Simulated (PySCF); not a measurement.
CH₅F₂NOSi, SMILES NC[Si](O)(F)F.

The structure is a stationary point at PBE0-D3(BJ)/def2-SVP. This is a generated structure with no PubChem entry under its InChIKey; it may be hypothetical. The values are those of a single conformer.

Two levels are set side by side: PBE/def2-TZVP (PySCF) and r2SCAN/def2-TZVP (PySCF). Same geometry, gas phase. Differences are taken from unrounded values.

```json
[
 {"quantity": "orbital gap (eV)", "r2SCAN": "6.04"},
 {"quantity": "highest occupied level (eV)", "r2SCAN": "-5.83"},
 {"quantity": "lowest empty level (eV)", "r2SCAN": "0.21"},
 {"quantity": "dipole moment (D)", "r2SCAN": "1.36"},
 {"quantity": "mean polarisability (bohr³)", "r2SCAN": "45.8"}
]
```

Question: What does PBE give, and how far is it from r2SCAN? (The exact figures need the calculation; the answer reports its results.)

Answer: 
```tsv
quantity	PBE	PBE minus r2SCAN
orbital gap (eV)	5.08	-0.97
highest occupied level (eV)	-5.56	0.28
lowest empty level (eV)	-0.48	-0.69
dipole moment (D)	1.34	-0.02
mean polarisability (bohr³)	47.6	1.8
```

Rough cost on one machine, each run with all the roots and properties that it gave: r2SCAN against PBE about 4 times.
